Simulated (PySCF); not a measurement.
C4H5BO, SMILES C#CB1COC1.

Coordinates come from a PBE-D3(BJ)/def2-SVP optimisation. This is a generated structure with no PubChem entry under its InChIKey; it may be hypothetical.

These are PBE-D3(BJ)/def2-SVP run with PySCF values and carry that method's errors.

Harmonic, unscaled wavenumbers; measured fundamentals usually lie a few per cent lower.

```tsv
mode	ν (cm⁻¹)	IR (km/mol)	moving atoms (share of kinetic energy)
1	109	2.9	O 39 %, C 25 %, H 20 %, B 16 %
2	146	0.1	C 57 %, H 21 %, B 16 %
3	199	8.4	H 47 %, C 37 %, B 12 %
4	358	5.1	C 45 %, H 35 %, B 20 %
5	445	6.1	C 81 %, H 14 %
6	457	0.0	H 81 %, C 19 %
7	494	0.9	C 73 %, O 18 %
8	628	41.7	H 76 %, C 24 %
9	749	21.7	H 74 %, C 26 %
10	766	0.5	C 55 %, H 24 %, O 20 %
11	846	8.6	B 37 %, H 33 %, C 28 %
12	922	21.7	C 45 %, O 33 %, H 18 %
13	951	1.0	B 38 %, C 35 %, H 17 %, O 10 %
14	1029	123.7	O 36 %, C 34 %, B 22 %, H 8 %
15	1086	0.0	H 92 %
16	1116	1.5	H 85 %, O 8 %
17	1144	29.5	H 48 %, B 23 %, C 20 %, O 9 %
18	1173	20.5	H 56 %, C 34 %
19	1304	115.9	B 53 %, C 30 %, H 16 %
20	1342	7.5	H 94 %
21	1378	10.3	H 91 %, C 9 %
22	2090	47.9	C 89 %, H 9 %
23	2910	38.0	H 95 %
24	2927	3.4	H 95 %
25	2953	37.2	H 90 %, C 10 %
26	2957	0.0	H 91 %, C 9 %
27	3391	63.0	H 86 %, C 14 %
```
